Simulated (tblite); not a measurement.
C8H7S (doublet state).
Numbering: `[CH2:1]=[CH:2][c:3]1[c:4][c:5]([SH:6])[cH:7][cH:8][cH:9]1` (hydrogens: H10, H11 on C1; H12 on C2; H13 on S6; H14 on C7; H15 on C8; H16 on C9)
Bond orders are those of one Lewis drawing.

Computed with GFN2-xTB (tblite), gas phase: L-BFGS steps from a force-field or distance-geometry start until the largest atomic force falls under 0.01 eV/Å.

Step 2: E = -647.6611 eV
```
atom  x, y, z in Å  |  force x, y, z in eV/Å
C1     -1.7267   -2.2070   -0.8573    0.126   0.213   0.099
C2     -1.6646   -0.8754   -0.8735   -0.084  -0.173  -0.002
C3     -0.5783   -0.0773   -0.3139   -0.117   0.270  -0.088
C4      0.5304   -0.6103    0.3009   -0.258   0.232  -0.113
C5      1.5479    0.1162    0.8346    0.161   0.250   0.007
S6      2.9487   -0.6621    1.6147   -0.059   0.069  -0.022
C7      1.4901    1.5195    0.7449    0.007  -0.090   0.035
C8      0.3962    2.1136    0.1359    0.027  -0.140   0.016
C9     -0.6234    1.3392   -0.3867   -0.059  -0.252   0.013
H10    -0.9567   -2.8213   -0.4096   -0.065   0.157  -0.071
H11    -2.5657   -2.7260   -1.2877    0.018  -0.028   0.003
H12    -2.4876   -0.3261   -1.3299    0.258   0.011   0.108
H13     2.5329   -1.9204    1.4484   -0.043   0.121  -0.030
H14     2.2889    2.1283    1.1515   -0.035  -0.187  -0.008
H15     0.3382    3.1987    0.0684    0.042  -0.296   0.027
H16    -1.4776    1.8192   -0.8524    0.081  -0.156   0.027
```

Step 3: E = -647.6736 eV
```
atom  x, y, z in Å  |  force x, y, z in eV/Å
C1     -1.7255   -2.2047   -0.8555   -0.006   0.094   0.019
C2     -1.6648   -0.8775   -0.8724   -0.008   0.009   0.017
C3     -0.5821   -0.0726   -0.3167   -0.165   0.000  -0.082
C4      0.5228   -0.5985    0.2976    0.149   0.058   0.096
C5      1.5499    0.1220    0.8332   -0.025  -0.126  -0.052
S6      2.9477   -0.6604    1.6146   -0.060   0.095  -0.028
C7      1.4892    1.5168    0.7455    0.059   0.103   0.034
C8      0.3973    2.1094    0.1365   -0.115  -0.262  -0.045
C9     -0.6247    1.3332   -0.3859    0.035   0.167   0.029
H10    -0.9593   -2.8158   -0.4122    0.092   0.034   0.026
H11    -2.5627   -2.7255   -1.2863   -0.007  -0.030  -0.006
H12    -2.4799   -0.3259   -1.3266    0.088   0.074   0.022
H13     2.5316   -1.9166    1.4475   -0.057   0.087  -0.036
H14     2.2877    2.1226    1.1512    0.016  -0.110   0.019
H15     0.3395    3.1887    0.0693    0.022  -0.117   0.011
H16    -1.4743    1.8138   -0.8511   -0.019  -0.076  -0.024
```

Step 4: E = -647.6768 eV
```
atom  x, y, z in Å  |  force x, y, z in eV/Å
C1     -1.7255   -2.2043   -0.8547   -0.013   0.146   0.005
C2     -1.6648   -0.8765   -0.8716   -0.004  -0.086   0.014
C3     -0.5858   -0.0714   -0.3189    0.023  -0.015   0.030
C4      0.5224   -0.5931    0.2978    0.018  -0.060   0.019
C5      1.5500    0.1220    0.8318    0.017  -0.045  -0.015
S6      2.9466   -0.6584    1.6141   -0.039   0.077  -0.019
C7      1.4896    1.5173    0.7461    0.016  -0.001   0.005
C8      0.3962    2.1042    0.1361   -0.002  -0.064   0.012
C9     -0.6249    1.3337   -0.3853   -0.059   0.038  -0.027
H10    -0.9589   -2.8132   -0.4127    0.125   0.003   0.050
H11    -2.5614   -2.7256   -1.2857   -0.026  -0.036  -0.013
H12    -2.4758   -0.3248   -1.3252   -0.009   0.114  -0.027
H13     2.5303   -1.9140    1.4466   -0.054   0.074  -0.035
H14     2.2876    2.1189    1.1514    0.067  -0.040   0.044
H15     0.3403    3.1834    0.0698    0.012  -0.091   0.006
H16    -1.4734    1.8107   -0.8510   -0.070  -0.014  -0.051
```

Step 5: E = -647.6785 eV
```
atom  x, y, z in Å  |  force x, y, z in eV/Å
C1     -1.7257   -2.2025   -0.8542    0.008  -0.019   0.017
C2     -1.6650   -0.8768   -0.8712   -0.013   0.028   0.001
C3     -0.5867   -0.0711   -0.3191    0.050  -0.012   0.048
C4      0.5219   -0.5919    0.2980    0.001  -0.085   0.006
C5      1.5505    0.1216    0.8310   -0.001  -0.015  -0.015
S6      2.9455   -0.6563    1.6136   -0.012   0.051  -0.005
C7      1.4898    1.5173    0.7464    0.020  -0.049   0.005
C8      0.3962    2.1013    0.1364   -0.007  -0.005   0.007
C9     -0.6263    1.3340   -0.3857   -0.032  -0.027  -0.014
H10    -0.9568   -2.8119   -0.4122    0.076   0.037   0.026
H11    -2.5612   -2.7261   -1.2857   -0.003  -0.018   0.000
H12    -2.4742   -0.3225   -1.3250   -0.018   0.102  -0.027
H13     2.5289   -1.9116    1.4457   -0.049   0.069  -0.032
H14     2.2887    2.1168    1.1523    0.063  -0.023   0.041
H15     0.3409    3.1795    0.0701    0.007  -0.046   0.003
H16    -1.4742    1.8092   -0.8518   -0.090   0.013  -0.060
```

Question: Estimate the geometry and energy of step 6. (The exact step hangs on the optimiser's Hessian estimate; all steps are aligned on step 5, rigid shifts and turns removed.)

Answer: E = -647.6806 eV, largest force 0.111 eV/Å
```
atom  x, y, z in Å  |  force x, y, z in eV/Å
C1     -1.7255   -2.2011   -0.8531    0.013  -0.110   0.012
C2     -1.6656   -0.8761   -0.8706   -0.017   0.082  -0.009
C3     -0.5870   -0.0708   -0.3185    0.055  -0.048   0.051
C4      0.5218   -0.5924    0.2985   -0.040  -0.084  -0.022
C5      1.5510    0.1207    0.8297   -0.014   0.012  -0.006
S6      2.9438   -0.6524    1.6129    0.033   0.003   0.017
C7      1.4909    1.5161    0.7470   -0.017  -0.056  -0.019
C8      0.3954    2.0971    0.1366    0.040   0.047   0.026
C9     -0.6283    1.3339   -0.3862   -0.038  -0.064  -0.020
H10    -0.9525   -2.8093   -0.4110    0.013   0.072  -0.002
H11    -2.5610   -2.7273   -1.2856    0.041   0.006   0.025
H12    -2.4723   -0.3172   -1.3253   -0.013   0.064  -0.016
H13     2.5258   -1.9069    1.4437   -0.037   0.058  -0.025
H14     2.2915    2.1134    1.1543    0.033  -0.018   0.024
H15     0.3417    3.1736    0.0705    0.000   0.025  -0.001
H16    -1.4773    1.8076   -0.8543   -0.051   0.010  -0.036
```

The energy changes by -0.0021 eV. The first-order estimate −F·Δx gives -0.0031 eV and the mean of the old and new forces, exact on a quadratic surface, -0.0021 eV. The step makes an angle of 39° with the force vector and moves no atom by more than 0.006 Å.

What follows is the cost of the whole relaxation. The run took 0.23 s on Arm Neoverse V1, one thread (shared host).
